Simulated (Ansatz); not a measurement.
`F[SiH2]C1C[SiH2]1`, relaxed with RKS PBE0-D4/def2-TZVP in Ansatz 0.2.0 from a PBE-D4/def2-SVP geometry. The force threshold is 0.005 eV/Å; the program also tests the step.

Total charge 0; spin multiplicity 1.

Start:

```xyz
12

F    -0.370    2.081    1.882
Si   -0.587    0.484    1.556
C     0.587   -0.076    0.231
C     0.165   -1.220   -0.737
Si    0.302    0.453   -1.558
H    -0.391   -0.245    2.858
H    -1.994    0.290    1.058
H     1.650   -0.091    0.532
H    -0.844   -1.648   -0.596
H     0.923   -1.994   -0.946
H     1.502    0.758   -2.393
H    -0.942    1.210   -1.888
```

(1) By how much does the energy fall, and how many steps does the optimiser take? (Estimate.)

(2) Which bonds change most? (Best estimate.)

(3) Give the relaxed structure. (Best estimate.)

Answers

(1) Ansatz gave: 7.70 kJ/mol, in 8 steps.

(2) Ansatz gave: F1–Si2 from 1.644 to 1.603 Å; C3–Si5 from 1.887 to 1.853 Å; C4–Si5 from 1.869 to 1.839 Å; Si2–C3 from 1.857 to 1.833 Å.

(3) Computed: 
```xyz
12

F    -0.337    2.011    1.942
Si   -0.579    0.480    1.532
C     0.594   -0.029    0.219
C     0.167   -1.200   -0.716
Si    0.292    0.435   -1.550
H    -0.435   -0.314    2.780
H    -1.967    0.355    1.014
H     1.640   -0.049    0.515
H    -0.817   -1.626   -0.538
H     0.920   -1.958   -0.898
H     1.462    0.722   -2.403
H    -0.940    1.172   -1.897
```
